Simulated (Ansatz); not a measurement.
A made-up structure of CHNTe, closed shell:

```tsv
atom	x (Å)	y (Å)	z (Å)
C1	-0.3165	0.0603	0.0220
N2	0.3208	0.7444	-0.8371
Te3	1.1821	-0.7405	0.4392
H4	-1.1864	-0.0643	0.3759
```

It is relaxed with PBE-D4/def2-SVP and then PBE0-D4/def2-TZVP (Ansatz 0.2.0). Atoms count as bonded within 1.22 times the sum of their covalent radii (H–H: 0.88 Å). The end point is not checked to be a true minimum.

Question: Does its bonding change? (A judgement: the text doesn't fix the answer.)

Answer: Computed: No: no bond forms or breaks.

Where it ends: The first stage lowers the energy by 2.57 eV in 7 steps. It ends as CHNTe ([CH]1[N][Te]1):
C1  (-0.387, 0.085, 0.015)
N2  (0.318, 0.683, -0.774)
Te3  (1.494, -0.810, 0.428)
H4  (-1.425, 0.043, 0.331)
(Å)

Labels in which every atom is bracketed show which atoms are joined, not bond orders.

For scale, one of the runs: PBE0-D4/def2-TZVP relaxation, 118 basis functions, launched by `ansatz run in.yaml --threads 2 --pin off --events-out ev --progress --plain --max-ram 4352MiB`. The run took about 11 s on 2 CPU threads of an Arm Neoverse V2 (shared host).
